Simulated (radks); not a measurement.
Fractional charge and spin in the 2s shell of aluminium: the spin-up occupation runs from 0 to 1 and the spin-down occupation from 0 to 1; the fullest corner is Al3+, [He] 2p6 2s(up 1, down 1). Calculated with a radial shooting solver on a logarithmic mesh with Libxc functionals: non-relativistic Kohn-Sham, TPSS, spin-polarised, spherical densities, point nucleus; meta-GGA in the generalised Kohn-Sham scheme. Energy (eV) minus the two flat planes that join the four corners (they meet along the diagonal where the two added fractions sum to one electron); zero is where a piecewise linear energy would lie.

down \ up,0,0.25,0.5,0.75,1
0,0.000,-3.050,-4.060,-3.038,0.000
0.25,-3.050,-3.800,-2.537,0.727,-2.872
0.5,-4.060,-2.537,0.969,-2.404,-3.820
0.75,-3.038,0.727,-2.404,-3.593,-2.857
1,0.000,-2.872,-3.820,-2.857,0.000

Corners above the fullest one (they belong to Al4+ and the next ion): (up 1, down 0) 158.66 eV, (up 0, down 1) 158.66 eV, (up 0, down 0) 352.72 eV. With half an added electron in each spin the energy lies 0.969 eV from the planes, and with half an added electron in spin up alone -4.060 eV. The planes are only a guide here: the flat-plane condition holds for ground states with one frontier orbital, while this shell lies below other occupied shells, so the corners above the fullest one are inner-hole states and not the ground states of those ions.
